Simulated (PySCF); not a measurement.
C3H7O, SMILES C(C)(O)[CH2], multiplicity 2. Atoms are numbered in the order given.

```xyz
11

C      1.2826    -0.6730     0.0843
C      0.0662     0.0750    -0.3355
C     -1.2209    -0.7028    -0.0860
O      0.0205     1.3598     0.2493
H      2.2182    -0.1239     0.2190
H      1.3094    -1.7656     0.0848
H      0.1332     0.2764    -1.4252
H     -2.0876    -0.1089    -0.4086
H     -1.3351    -0.9286     0.9871
H     -1.2251    -1.6579    -0.6332
H      0.0563     1.2350     1.2048
```
Charge 0, spin multiplicity 2.

Geometry optimised at PBE0-D3(BJ)/def2-SVP. The isomer is the one that the SMILES or the coordinates give; other isomers of the formula were not compared. The values are those of a single conformer.

These are M06-2X/def2-TZVP (PySCF) values and carry that method's errors.

ESP charges are fitted to the potential on shells at 1.4 to 2.0 van der Waals radii. Atomic charges (e):

| atom | ESP fit | Mulliken | Mulliken spin |
|---|---|---|---|
| C1 | -0.72 | -0.42 | 1.04 |
| C2 | 0.70 | 0.10 | -0.04 |
| C3 | -0.78 | -0.43 | 0.01 |
| O4 | -0.71 | -0.45 | 0.01 |
| H5 | 0.22 | 0.18 | -0.04 |
| H6 | 0.24 | 0.17 | -0.04 |
| H7 | 0.04 | 0.12 | 0.05 |
| H8 | 0.19 | 0.15 | 0.00 |
| H9 | 0.20 | 0.13 | 0.00 |
| H10 | 0.19 | 0.14 | 0.00 |
| H11 | 0.43 | 0.31 | 0.00 |

Task: Give the Mayer and Wiberg (Löwdin basis) orders of the bonds. (Estimate from the structure and the level; the computed values follow.)

Result: 
```
bond    Mayer  Wiberg
------  -----  ------
C1–C2    1.01    1.39
C2–C3    0.97    1.25
C2–O4    0.94    1.54
C1–H5    0.97    0.93
C1–H6    0.96    0.93
C2–H7    0.94    0.80
C3–H8    0.97    0.90
C3–H9    0.95    0.90
C3–H10   0.96    0.90
O4–H11   0.89    1.01
```
